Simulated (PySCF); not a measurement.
C₆H₉FNO (charge +1).
Structure used (PBE0-D3(BJ)/def2-SVP), in Å, numbered top down from 1:
```
atom  x, y, z in Å
C1     2.915   -0.342   -1.742
C2     2.176   -0.120   -0.666
F3     1.783    1.100   -0.296
C4     1.680   -1.157    0.311
C5     0.253   -1.004    0.510
N6    -0.872   -0.824    0.656
C7    -2.304   -0.428    0.642
O8    -2.562    0.352   -0.419
C9    -2.131    1.703   -0.331
H10    3.205   -1.354   -2.024
H11    3.257    0.498   -2.350
H12    1.884   -2.181   -0.039
H13    2.159   -1.032    1.301
H14   -2.467    0.042    1.630
H15   -2.864   -1.372    0.570
H16   -2.540    2.219   -1.207
H17   -2.515    2.179    0.586
H18   -1.030    1.772   -0.356
```

Linear response at B3LYP/def2-SVPD (PySCF, frozen core in the response, non-relativistic).

Static isotropic polarisability: 81.83 au (12.13 Å³), principal values 61.9, 75.2, 108.4 au.

Problem. What is the polarisability at 1064 nm and at the sodium D line?

Solution. 82.58 au at 1064 nm (+0.9 %), 84.39 au at 589.3 nm (+3.1 %). The rise at 589.3 nm is 3.43 times that at 1064 nm; a pure ω² law gives 3.26. The lowest singlet lies at 276 nm, shorter than both wavelengths.

Problem. What is the isotropic C6 coefficient between two such ions, C6 = (3/π)∫α(iω)² dω?

Solution. 2865 au (Eh·bohr⁶) by a ten-point quadrature over imaginary frequencies, which is 1710 eV·Å⁶ or 165 J·nm⁶/mol.

Problem. Which effective excitation energy ω̄ makes London's formula C6 = (3/4)α²ω̄ exact here?

Solution. ω̄ = 4·C6/(3α²) = 0.570 Eh = 15.5 eV. A one-pole form α(ω) = α/(1 − ω²/ω̄²) fitted to the 1064 nm value gives 12.2 eV.

Problem. How anisotropic is the static polarisability, by Δα² = ½[(α1 − α2)² + (α2 − α3)² + (α3 − α1)²]?

Solution. Δα = 41.5 au, or 0.51 of the isotropic value.

Problem. What molar refraction at the D line follows from R = (4π/3)·N_A·α′, with α′ the polarisability volume?

Solution. α′ = 12.51 Å³ gives R = 31.55 cm³/mol, for isolated, non-vibrating species.

Problem. What three-body coefficient follows from the one-pole estimate C9 = (3/4)·α·C6?

Solution. 176000 au. This is an estimate from the two numbers above, not a computed integral.

Problem. How many electrons N does the Slater–Kirkwood formula C6 = (3/4)·√N·α^(3/2) need to give this C6?

Solution. N = (4·C6/3)²/α³ = 26.6; the species has 68 electrons in all.

Problem. The lowest 6 singlets have (eV, f): 4.50, 0.025; 4.89, 0.001; 5.39, 0.026; 5.75, 0.002; 6.27, 0.012; 6.78, 0.042. What share of the static polarisability do they carry in the sum over states α = Σ f/ω²?

Solution. 2.55 au, 3.1 % of α; the largest term, 0.91 au, is that of the state at 4.50 eV. Their oscillator strengths add up to 0.11. Higher states carry the rest.

One conformer stands for the species.
